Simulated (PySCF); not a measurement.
# Two-photon absorption: `C=C=C=C[N+](C)(C)C`, [C₇H₁₂N]+, charge +1

Geometry:
```csv
atom,x (Å),y (Å),z (Å)
C1,3.950,-0.158,-0.005
C2,2.697,-0.120,-0.356
C3,1.487,-0.082,-0.711
C4,0.243,-0.039,-1.110
N5,-0.907,0.035,-0.193
C6,-1.768,-1.141,-0.428
C7,-0.463,0.050,1.211
C8,-1.657,1.271,-0.489
H9,4.734,-0.212,-0.744
H10,4.250,-0.138,1.030
H11,-0.037,-0.054,-2.152
H12,-2.110,-1.158,-1.461
H13,-1.207,-2.055,-0.233
H14,-2.635,-1.109,0.230
H15,0.177,0.913,1.388
H16,-1.326,0.104,1.873
H17,0.102,-0.854,1.433
H18,-1.012,2.137,-0.344
H19,-2.520,1.356,0.169
H20,-2.002,1.265,-1.522
```

Total charge +1.

The calculation used PySCF 2.14.0, TDDFT LC-wPBE/def2-SVPD excited states, vertical, gas phase. Geometry: GFN2-xTB.

How strongly do the lowest singlets absorb one photon, and two photons of half the energy?

δ for parallel linear polarisation; σ at the peak of a Lorentzian of half width 0.1 eV, single beam; Ω is circular over linear.
```tsv
state	E (eV)	f	photon λ (nm)	δ (au)	σ (GM)	Ω	main
S1	4.45	0.000	558	<0.1	0.00	–	HOMO−1→LUMO 0.98
S2	5.66	0.014	438	0.45	0.01	1.38	HOMO→LUMO+1 0.80, HOMO→LUMO+2 0.12
S3	5.71	0.504	435	2.1	0.03	0.60	HOMO→LUMO 0.88
S4	8.01	1.556	310	20.2	0.47	0.89	HOMO−1→LUMO+1 0.78
S5	8.14	0.000	304	41.9	1.02	1.50	HOMO→LUMO+2 0.50, HOMO→LUMO+3 0.18
```

Among these, the strongest one-photon state is S4, the strongest two-photon state S5.
